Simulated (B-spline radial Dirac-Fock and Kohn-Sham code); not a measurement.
# Compton profile of Yb¹²⁺

System: Yb¹²⁺ in the configuration [Kr] 4d10 4f10 5s2.

Calculated with a radial atomic solver, using the impulse approximation on Dirac-Fock densities. pz is in atomic units of momentum; subshell profiles are per electron, for a selection of subshells; open shells are spread over both j values by their weights.

| pz | J total | J 4p3/2 | J 4d3/2 | J 4d5/2 | J 5s1/2 |
| --- | --- | --- | --- | --- | --- |
| 0 | 4.627 | 0.120 | 0.0920 | 0.0936 | 0.376 |
| 0.14 | 4.615 | 0.120 | 0.0920 | 0.0936 | 0.371 |
| 0.21 | 4.600 | 0.120 | 0.0920 | 0.0936 | 0.364 |
| 0.3 | 4.573 | 0.120 | 0.0920 | 0.0936 | 0.352 |
| 0.43 | 4.519 | 0.120 | 0.0920 | 0.0936 | 0.329 |
| 0.62 | 4.417 | 0.120 | 0.0920 | 0.0936 | 0.284 |
| 0.89 | 4.244 | 0.120 | 0.0919 | 0.0936 | 0.212 |
| 1.3 | 3.986 | 0.117 | 0.0918 | 0.0934 | 0.115 |
| 1.9 | 3.701 | 0.109 | 0.0907 | 0.0922 | 0.0470 |
| 2.7 | 3.365 | 0.0878 | 0.0852 | 0.0863 | 0.0378 |
| 3.9 | 2.654 | 0.0482 | 0.0659 | 0.0657 | 0.0220 |
| 5.6 | 1.704 | 0.0143 | 0.0318 | 0.0306 | 0.00464 |
| 8 | 0.9988 | 0.00737 | 0.00735 | 0.00685 | 0.00353 |
| 12 | 0.5272 | 0.00436 | 0.00277 | 0.00282 | 0.000649 |
| 17 | 0.2715 | 0.000791 | 0.00205 | 0.00201 | 0.000341 |
| 24 | 0.1243 | 0.000439 | 0.000657 | 0.000610 | 0.000142 |
| 34 | 0.05040 | 0.000263 | 0.000105 | 9.20e-05 | 1.69e-05 |
| 50 | 0.01697 | 5.73e-05 | 7.89e-06 | 6.30e-06 | 1.02e-05 |
| 72 | 0.005606 | 7.71e-06 | < 1e-6 | < 1e-6 | 5.32e-06 |
| 100 | 0.001842 | < 1e-6 | < 1e-6 | < 1e-6 | 1.78e-06 |

J(0) = 4.627. The 5s1/2 subshell gives the largest part, 16 %.

Mean momentum ⟨p⟩ by subshell (a.u.): 1s1/2 71.0, 2s1/2 25.4, 2p1/2 33.5, 2p3/2 30.1, 3s1/2 12.8, 3p1/2 15.3, 3p3/2 14.2, 3d3/2 17.1, 3d5/2 16.8, 4s1/2 6.52, 4p1/2 7.29, 4p3/2 6.88, 4d3/2 7.55, 4d5/2 7.40, 4f5/2 7.45, 4f7/2 7.38, 5s1/2 3.12.
